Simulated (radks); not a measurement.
Spherical quantum dot in the effective-mass picture: electrons in a well V = -V0 / (1 + exp((r - R)/a)) with V0 = 51.5, R = 1.35, a = 0.12, with a point charge +1 (a donor) at the centre, all in effective atomic units (hartree* = m*/eps^2 hartree, bohr* = eps/m* bohr), one dielectric constant everywhere. Calculated with a radial shooting solver with Libxc functionals: non-relativistic Kohn-Sham, PBE, spin-polarised, spherical densities. Levels are named by radial order and angular momentum (1s, 1p, 1d, 2s, ...), and open shells are averaged over m.

N = 10, configuration 1s2 1p6 1d(up 2, down 0). This is the lowest configuration that the search found. Occupied and some empty levels:

| level | occupation | eigenvalue (hartree*) | <r> (bohr*) |
|---|---|---|---|
| 1s up | 1 | -39.115 | 0.6578 |
| 1s down | 1 | -39.021 | 0.6530 |
| 1p up | 3 | -36.137 | 0.7974 |
| 1p down | 3 | -36.002 | 0.7954 |
| 1d up | 2 | -32.543 | 0.8788 |
| 1d down | 0 | -32.389 | 0.8782 |
| 2s up | 0 | -31.266 | 0.6823 |
| 2s down | 0 | -31.189 | 0.6850 |
| 1f up | 0 | -28.291 | 0.9403 |
| 1f down | 0 | -28.131 | 0.9403 |
| 2p up | 0 | -25.599 | 0.7774 |
| 2p down | 0 | -25.518 | 0.7783 |

Energy (hartree*): total -413.854, kinetic 50.028, external -511.24, Hartree 57.194, exchange-correlation -9.8315.

Electron density:

| r (bohr*) | n(r) (e/bohr*^3) |
|---|---|
| 0.0739 | 1.999 |
| 0.156 | 1.913 |
| 0.238 | 1.968 |
| 0.321 | 2.115 |
| 0.403 | 2.301 |
| 0.485 | 2.470 |
| 0.567 | 2.567 |
| 0.650 | 2.542 |
| 0.732 | 2.362 |
| 0.814 | 2.029 |
| 0.896 | 1.580 |
| 0.979 | 1.092 |
| 1.06 | 0.6546 |
| 1.14 | 0.3341 |
| 1.23 | 0.1421 |
| 1.31 | 0.04938 |
| 1.39 | 0.01455 |
| 1.47 | 0.003742 |
| 1.55 | 0.0008751 |
| 1.64 | 0.0001903 |
